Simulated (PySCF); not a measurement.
# Nuclear quadrupole coupling in `CC(C)O[Si]1(C)N[SiH2]N1`

C₄H₁₄N₂OSi₂.
Atom-mapped SMILES: `[CH3:1][CH:2]([CH3:3])[O:4][Si:5]1([CH3:6])[NH:7][SiH2:8][NH:9]1` (hydrogens: H10, H11, H12 on C1; H13 on C2; H14, H15, H16 on C3; H17, H18, H19 on C6; H20 on N7; H21, H22 on Si8; H23 on N9)

Geometry (GFN2-xTB, Å), atoms numbered from 1 in this order:
```xyz
23
C4H14N2OSi2 angstrom
C     -1.981   -0.174    1.283
C     -1.693   -0.267   -0.211
C     -2.810    0.364   -1.037
O     -0.495    0.397   -0.522
Si     1.009   -0.057   -0.141
C      1.228   -1.941   -0.191
N      1.748    0.732    1.228
Si     2.941    1.589    0.300
N      2.148    0.874   -1.061
H     -2.918   -0.670    1.521
H     -1.175   -0.642    1.842
H     -2.042    0.870    1.577
H     -1.589   -1.326   -0.489
H     -2.916    1.412   -0.768
H     -2.567    0.302   -2.094
H     -3.749   -0.151   -0.856
H      2.268   -2.230   -0.094
H      0.856   -2.343   -1.129
H      0.674   -2.420    0.611
H      1.727    0.521    2.208
H      4.303    1.087    0.464
H      2.818    3.036    0.428
H      2.209    1.062   -2.042
```

Field gradients from the PBE0/pcSseg-1 density (PySCF, non-relativistic), principal values in atomic units, ordered |Vxx| ≤ |Vyy| ≤ |Vzz|:

| atom | Vxx | Vyy | Vzz |
| --- | --- | --- | --- |
| O4 | -0.5104 | -1.0977 | 1.6081 |
| N7 | 0.2481 | 0.5220 | -0.7701 |
| N9 | 0.2515 | 0.5281 | -0.7796 |

**Question.** Find the asymmetry η = (Vxx − Vyy)/Vzz and the couplings χ = eQV/h (234.96 MHz × Q in barn × V in au), with Q(17O) = −0.0256 b, Q(14N) = 0.02044 b.

**Answer.** 
| atom | environment | nucleus | η | χzz (MHz) | χxx (MHz) | χyy (MHz) |
| --- | --- | --- | --- | --- | --- | --- |
| O4 | silyl ether oxygen | 17O | 0.37 | -9.67 | 3.07 | 6.60 |
| N7 | nitrogen bridging silicon atoms | 14N | 0.36 | -3.698 | 1.191 | 2.507 |
| N9 | nitrogen bridging silicon atoms | 14N | 0.35 | -3.744 | 1.208 | 2.536 |

The tensor is traceless: Vxx + Vyy + Vzz = 0.

**Question.** What is Vzz at N9 in SI units (1 au = 9.71736 × 10²¹ V/m²)?

**Answer.** -0.7796 au = -7.576 × 10²¹ V/m².

Were the hydrogens deuterons (Q(2H) = 0.00286 b), χzz would run from 109 kHz (H21) to 307 kHz (H23).

Isolated species at its GFN2-xTB geometry (one conformer only). GFN2-xTB bond lengths can be off by several hundredths of an ångström, more for odd bonds, and the gradients follow them. With a basis this small, the couplings can be 20 % off.
